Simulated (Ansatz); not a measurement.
```xyz
12

C     1.4000    0.0000    0.0000
C     0.7000    1.2124    0.0000
C    -0.7000    1.2124    0.0000
C    -1.4000    0.0000    0.0000
C    -0.7000   -1.2124    0.0000
C     0.7000   -1.2124    0.0000
F     4.0000    0.0000    0.0000
H     1.2425    2.1521    0.0000
H    -1.2425    2.1521    0.0000
H    -2.4850    0.0000    0.0000
H    -1.2425   -2.1521    0.0000
H     1.2425   -2.1521    0.0000
```

Basis set: def2-TZVP (spherical functions). Charge 0, multiplicity 1.

Computed with Ansatz (development build ahead of 0.2.0); each method stands on the lowest determinant of its kind that the runs found. Restricted functionals stand beside restricted open-shell atoms, which can lie above the unrestricted atoms usual in DFT and then raise those values.

(1) Give the atomization energy at this shape (free ground-state atoms in the same class of orbitals less the molecule, no zero-point energy) of singlet C₆H₅F by ωB97X (restricted), PBE0 (unrestricted), PBE0 (restricted), UHF, RHF.

## Answers

(1)

| method | atomization energy |
| --- | --- |
| ωB97X (restricted) | 54.67 eV |
| PBE0 (unrestricted) | 55.65 eV |
| PBE0 (restricted) | 55.57 eV |
| UHF | 40.51 eV |
| RHF | 38.46 eV |

Caution: the shape is not the minimum. Caution for ωB97X (restricted), PBE0 (unrestricted), PBE0 (restricted): charge can spread falsely over distant fragments. Caution for ωB97X (restricted): stretched shape with no unrestricted run beside it, a lower state can exist. Caution for PBE0 (unrestricted): the unrestricted determinant is spin contaminated. Caution for PBE0 (restricted), RHF: an unrestricted determinant lies well below. Caution for UHF: the unrestricted determinant is a mixture of spin states.
